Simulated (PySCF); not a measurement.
Below is a simulated gas-phase Si 2p photoelectron spectrum of cyclo-(H2SiSe)3 (H6Se3Si3).

Every computed line was given a Gaussian of 0.6 eV full width at half maximum and an area set by the number of equivalent atoms (split 2:1 within a doublet); the highest printed point is 100. Computed, not measured: PySCF 2.14.0, delta-SCF UKS SCAN, pcX-2 on the ionised atom, pcseg-1 elsewhere, spin-free X2C.

```json
{"binding energy (eV)": "106.6", "intensity": "0"}
{"binding energy (eV)": "106.7", "intensity": "1"}
{"binding energy (eV)": "106.8", "intensity": "3"}
{"binding energy (eV)": "106.9", "intensity": "7"}
{"binding energy (eV)": "107.0", "intensity": "16"}
{"binding energy (eV)": "107.1", "intensity": "31"}
{"binding energy (eV)": "107.2", "intensity": "52"}
{"binding energy (eV)": "107.3", "intensity": "75"}
{"binding energy (eV)": "107.4", "intensity": "93"}
{"binding energy (eV)": "107.5", "intensity": "100"}
{"binding energy (eV)": "107.6", "intensity": "95"}
{"binding energy (eV)": "107.7", "intensity": "82"}
{"binding energy (eV)": "107.8", "intensity": "69"}
{"binding energy (eV)": "107.9", "intensity": "61"}
{"binding energy (eV)": "108.0", "intensity": "57"}
{"binding energy (eV)": "108.1", "intensity": "54"}
{"binding energy (eV)": "108.2", "intensity": "48"}
{"binding energy (eV)": "108.3", "intensity": "38"}
{"binding energy (eV)": "108.4", "intensity": "26"}
{"binding energy (eV)": "108.5", "intensity": "15"}
{"binding energy (eV)": "108.6", "intensity": "8"}
{"binding energy (eV)": "108.7", "intensity": "3"}
{"binding energy (eV)": "108.8", "intensity": "1"}
{"binding energy (eV)": "108.9", "intensity": "0"}
{"binding energy (eV)": "109.0", "intensity": "0"}
```

Count the maxima, the lines and the sites behind this envelope.

The curve has 1 maximum (at 107.5 eV). Under it lie 2 lines from 1 inequivalent silicon site, drawn as a 2p3/2, 2p1/2 pair. At this width some lines have no maximum of their own.

Decompose the envelope and assign each component. Bonds: Si1–Se4, Si1–Se12, Se4–Si5, Si5–Se8, Se8–Si9, Si9–Se12. Hydrogens: H2, H3 on Si1; H6, H7 on Si5; H10, H11 on Si9.

```
position (eV)  relative area      line        atoms                     environment
       107.49           2.00  Si 2p3/2  Si1/Si5/Si9  silicon bonded to 2 Se and 2 H
       108.11           1.00  Si 2p1/2  Si1/Si5/Si9  silicon bonded to 2 Se and 2 H
```

No satellites, vibrations or lifetime broadening are included. Topologically equivalent atoms share the value of their first member; where this conformer doesn't relate them by symmetry, their own values could differ. The 2p values add to the ΔSCF energy of one spin-free hole a correction within the shell (spin–orbit coupling, ligand field). 2p1/2 minus 2p3/2 (ligand field included): Si 0.63 eV. One conformer (not necessarily the lowest) at the PBE0-D3(BJ)/def2-SVP geometry, without solvent, vibrations or thermal averaging.

On an Intel Xeon at 2.50 GHz with one thread, shared host, this took 39 s wall and 0.56 GiB of memory at its peak.
